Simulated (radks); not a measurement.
Numerical settings for neutral krypton, [Kr]. Method: scalar-relativistic Kohn-Sham, r2SCAN, spin-polarised, spherical densities, finite nucleus; meta-GGA in the generalised Kohn-Sham scheme; Fermi nuclear charge, rms radius 4.1884 fm; computed with a radial shooting solver on a logarithmic mesh with Libxc functionals. The defaults (mesh step 0.008 in ln r, mesh end at 40 bohr or more with all orbitals vanishing there, Anderson mixing 0.5 over 9 steps, residual threshold near 1e-9 with the energy settled to 1e-9 hartree or 1e-11 of itself, here a cap of 83 iterations) give E = -2790.728 hartree and 4p at -9.651 eV in 13 iterations. Run on one thread of a shared host, so times are rough (Intel(R) Xeon(R) Platinum 8559C): 0.16 s of CPU time, 0.16 s wall, 13 iterations on 2381 mesh points. One setting is changed at a time: mesh step in ln r 0.03; mesh step in ln r 0.012; mesh step in ln r 0.02; mesh end (bohr) 12; mesh end (bohr) 8; residual threshold 1e-16; residual threshold 1e-13; mixing 1.5; linear mixing, mixing 0.5; linear mixing, mixing 0.2; mixing history 2; iteration cap 3. Which runs fail to converge, and which converge to a wrong energy?

Answer. Not converged within the cap: residual threshold 1e-16; iteration cap 3. No run marked as converged misses the energy by more than 1 mhartree.
